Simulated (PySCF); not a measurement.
BrFH2InN, SMILES [F][In]([Br])[NH2]. Atoms are numbered in the order given.

```xyz
6

In     0.0315    -0.6041     0.2698
F     -1.4486    -1.7889    -0.2010
Br    -0.0483     1.6318    -0.7557
N      1.3489    -1.2065     1.6692
H      2.2571    -0.7499     1.6320
H      1.4812    -2.2140     1.7242
```
Charge 0, spin multiplicity 1.

Geometry: PBE0-D3(BJ)/def2-SVP. The structure was generated by enumeration; whether it is a known compound was not checked. The def2 effective core potentials stand for the cores of In; spin–orbit coupling is left out. The values are those of a single conformer.

Calculation: C-PCM-M06-2X/def2-SVP (PySCF).

The values are the electrostatic part of the solvation free energy, E(continuum) − E(gas) at the gas-phase geometry, in a cavity of scaled van der Waals radii (PySCF's table); cavitation and dispersion terms are not included. A continuum can't describe solvent molecules that bind to the metal. In vacuum the orbital gap is 8.03 eV. The dipole moment in vacuum is 3.38 D.

```json
[
 {"solvent": "water", "ε": "78.36", "ΔG(elec) (kcal/mol)": "-11.7", "dipole (D)": "4.11", "gap (eV)": "8.01"},
 {"solvent": "2-propanol", "ε": "19.26", "ΔG(elec) (kcal/mol)": "-11.2", "dipole (D)": "4.08", "gap (eV)": "8.01"},
 {"solvent": "n-hexane", "ε": "1.88", "ΔG(elec) (kcal/mol)": "-5.2", "dipole (D)": "3.69", "gap (eV)": "8.04"}
]
```
